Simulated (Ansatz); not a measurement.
Basis-set extrapolation for `C[SiH](F)N=C=O` (PBE0-D4/def2-TZVP geometry, frozen core, the Gaussian-basis code of Ansatz). Multiplicity 1, RHF reference.

```tsv
	def2-TZVPP	def2-QZVPP
HF	-596.036013	-596.059302
MP2 correlation	-1.104775	-1.191351
CCSD(T) correlation	-1.169446	not run
```

Energies in hartree. Use E(X) = E(∞) + A·exp(−7.88·√X) for Hartree–Fock and E(X) = E(∞) + B·X^(−2.97) for correlation, with X = 3 and 4, and add CCSD(T) minus MP2 of the smaller set to the MP2 limit.

Task: What is the CCSD(T) energy at the basis-set limit?

Result: HF limit: -596.059302 + (-0.023289) × 0.13774 = -596.06251. MP2 limit: -1.191351 + (-0.086576) × 0.74074 = -1.25548. Higher-order term: -1.169446 − (-1.104775) = -0.06467. Total: -597.38266 hartree, 465.2 kJ/mol below CCSD(T)/def2-TZVPP.
